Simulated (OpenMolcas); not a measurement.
# 3s² 3p² along the 14-electron sequence

| Item | Value |
| --- | --- |
| Program | OpenMolcas 26.06 |
| Method | SS-CASPT2, IPEA 0.25 Eh, imaginary shift 0.1 Eh |
| Basis | ANO-RCC-VTZP |
| Scalar Hamiltonian | DKH2, point nucleus |
| Spin-orbit coupling | state interaction with AMFI integrals over the reference wave functions, term energies averaged over their components |

Active space for each ion: 4 electrons in 4 orbitals (3s 3p); closed shells correlated by CASPT2: 2s 2p.

Computed levels in cm-1 above ³P₀:

| Level | Si | P+ | S2+ | Cl3+ | Ar4+ |
| --- | --- | --- | --- | --- | --- |
| ³P₁ | 67.0 | 144 | 266 | 450 | 696 |
| ³P₂ | 195 | 413 | 746 | 1235 | 1866 |
| ¹D₂ | 5960 | 8550 | 11030 | 13510 | 16050 |
| ¹S₀ | 13830 | 20120 | 25800 | 31210 | 36630 |
| weight of ³P in the lowest level (%) | 100 | 100 | 100 | 100 | 100 |

Measured, with the error of the calculation in %. Measured levels: Si, P+ from NIST Handbook of Basic Atomic Spectroscopic Data; S2+ from NIST levels in Podobedova, Kelleher and Wiese, J. Phys. Chem. Ref. Data 38, 171 (2009); Cl3+ from Moore, Atomic Energy Levels, vol. I, NSRDS-NBS 35 (1971 reprint of NBS Circular 467, 1949); Ar4+ from Saloman, J. Phys. Chem. Ref. Data 39, 033101 (2010).

```
Level             Si            P+           S2+          Cl3+          Ar4+
  ³P₁   77.1 (-13.1)   165 (-12.4)   299 (-11.1)    491 (-8.4)    763 (-8.8)
  ³P₂    223 (-12.8)   469 (-11.9)   833 (-10.4)   1341 (-7.9)   2029 (-8.0)
  ¹D₂    6299 (-5.4)   8882 (-3.8)  11323 (-2.6)  13766 (-1.8)  16299 (-1.5)
  ¹S₀  15394 (-10.2)  21576 (-6.8)  27161 (-5.0)  32550 (-4.1)  37912 (-3.4)
```

The fine-structure level ³P₂ changes by a factor of 9.57 from Si to Ar4+. Its fourth root runs 3.74, 4.51, 5.23, 5.93, 6.57, with steps per unit of Z of 0.77, 0.72, 0.70, 0.64; equal steps would mean a (Z - σ)^4 law with constant σ.

¹D₂ changes by a factor of 2.69 over the same range, with steps per unit of Z of +2590, +2480, +2480, +2540 cm-1.

CASPT2 does not keep the components of a term degenerate, so their means are used; among the terms shown or strongly mixed into the levels shown the widest spread is 22 cm-1 (3s² 3p² ¹D, Si). Over all roots computed the reference weight is 0.86 to 0.98 in Si, 0.85 to 0.99 in P+, 0.85 to 0.99 in S2+, 0.86 to 0.99 in Cl3+, 0.87 to 0.99 in Ar4+; the roots of lowest weight are the least certain, and an intruder state may touch them. Computed and measured levels are paired by configuration, term and J; levels that our copy of the source lacks, or whose pairing is in doubt (as where it misses far off the trend of its configuration), stay unpaired and out of the deviations. Only configurations of the active space appear.
